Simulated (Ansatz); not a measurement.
`C[CH2][Al]([OH])[SH]` + `O[Si](O)(F)F` → `CO[Si](O)(F)F` + `[CH3][Al]([OH])[SH]`  (substitution at a C–C bond)

Calculated with Ansatz (gas phase, PBE0-D4/def2-TZVP geometries, no zero-point term in ΔE). CBS: MP2 limit from def2 TZ/QZ plus the TZ coupled-cluster correction, frozen cores. DFT in def2-TZVPP. B3LYP here is the variant with VWN-RPA as its local correlation; programs differ in this. One conformer a species, not always the lowest.

CCSD(T)/CBS gives +37.3 kJ/mol.

(1) Another level gave +33.0 kJ/mol. Which?
A. B3LYP/def2-TZVPP
B. MP2/def2-TZVPP
C. HF/def2-TZVPP
D. r2SCAN-D4/def2-TZVPP

Largest T1 diagnostic among the species: 0.011.

Answers

(1) D. r2SCAN-D4 33.0, HF/def2-TZVPP 22.7, B3LYP 28.0, MP2/def2-TZVPP 40.9 kJ/mol.

At CCSD(T), def2-SVP lies −6.7 kJ/mol from the extrapolated value and def2-TZVPP −2.1 kJ/mol. Leaving LDA and LC-ωPBE aside and taking each functional with its dispersion term where it has one, the values, not all of them listed here, spread over 9.7 kJ/mol, from BLYP-D4 to PBE-QIDH. LDA lies +3.4 kJ/mol from PBE without D4. In def2-TZVPP, CCSD(T) changes the Hartree–Fock value by +12.6 kJ/mol (the triples alone add +1.0 kJ/mol) and MP2 by +18.2 kJ/mol.
